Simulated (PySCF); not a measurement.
## Computed spin Hamiltonian

Compound: C2H8ClSi2 (doublet state).
Cartesian coordinates in Å at the GFN2-xTB level; atoms count from 1:
```
atom  x, y, z in Å
Si1    1.811    1.042    0.506
C2     1.045   -0.534   -0.247
Cl3    2.134   -1.889    0.284
C4    -0.372   -0.845    0.192
Si5   -1.681    0.352   -0.499
H6     1.876    0.939    1.956
H7     1.172    2.248   -0.009
H8     1.107   -0.546   -1.337
H9    -0.629   -1.857   -0.134
H10   -0.420   -0.854    1.284
H11   -1.485    0.506   -1.942
H12   -3.001   -0.215   -0.227
H13   -1.561    1.656    0.155
```

The hyperfine couplings belong to this conformer and change with its torsions.

As a line formula: `[SiH3]C[C@H](Cl)[SiH2]` [radical].

Computed with PySCF, UKS B3LYP, pcH-1 on C Cl H Si, non-relativistic, mean-field spin-orbit, GIAO. The structure is a single GFN2-xTB conformer in the gas phase; no vibrational or solvent corrections. The geometry wasn't refined by DFT: couplings that depend on bond lengths, twists or pyramidal angles can differ widely from those at the functional's own minimum, by a factor of two or more for some ions and for spin on atoms past the first row. Stability of the SCF solution: not tested.

| Property | Result |
| --- | --- |
| g1, g2, g3 | 2.00125, 2.00259, 2.00415 |
| g_iso | 2.00267 |
| Form of g | rhombic: the two nearest values differ by 46 % of g3 − g1 |
| ⟨S²⟩ | 0.7515 (exact 0.7500) |
| Total energy | -1120.18766 Eh |

Isotropic coupling and dipolar principal values T1 to T3, in MHz:

```tsv
atom	isotope	a_iso	of which spin–orbit	T1	T2	T3	Mulliken spin population
Si1	29Si	-482.1	1.1	-180.4	89.7	90.7	0.99
C2	13C	5.9	0.0	-2.5	-2.1	4.7	-0.01
Cl3	35Cl	4.8	0.0	-2.1	-1.6	3.7	0.00
C4	13C	29.6	0.0	-1.9	-1.9	3.9	0.01
Si5	29Si	-7.1	0.0	-0.7	0.2	0.5	0.00
H6	1H	29.0	0.0	-10.3	1.4	8.9	0.00
H7	1H	36.2	0.0	-10.4	1.5	8.9	0.00
H8	1H	3.2	0.0	-3.8	-2.5	6.2	0.00
H9	1H	19.3	0.0	-1.7	-0.7	2.4	0.01
H10	1H	0.4	0.0	-2.7	-1.0	3.6	0.00
H11	1H	0.0	0.0	-0.9	-0.8	1.7	0.00
H12	1H	0.6	0.0	-0.6	-0.4	1.1	0.00
H13	1H	1.9	0.0	-1.8	-1.2	3.0	0.00
```

The largest Mulliken spin population is on Si1 (+0.99). The angles at Si1 add up to 337.7°, so it is pyramidal.

Under fast tumbling the dipolar parts average out, and these isotropic splittings remain: 2 × 1H (H6/H7, I = 1/2, 3 lines) with 1.16 mT, 1 × 1H (H9, I = 1/2, 2 lines) with 0.69 mT, 1 × 35Cl (Cl3, I = 3/2, 4 lines) with 0.17 mT and 1 × 1H (H8, I = 1/2, 2 lines) with 0.11 mT.

Means are taken over nuclei equivalent by connectivity, which assumes that they swap fast. The 1H value of +32.6 MHz is a mean of couplings from 29.0 to 36.2 MHz in this one geometry, not an average over conformers.

Main isotope only: 35Cl (natural samples also hold 24 % 37Cl, magnetic too, which adds its own pattern).

The 13C coupling of C4 (29.6 MHz) shows only in satellite lines or after enrichment, since that isotope makes up about 1.07 % of natural carbon.

The 29Si coupling of Si1 (-482.1 MHz) shows only in satellite lines or after enrichment, since that isotope makes up about 4.7 % of natural silicon.
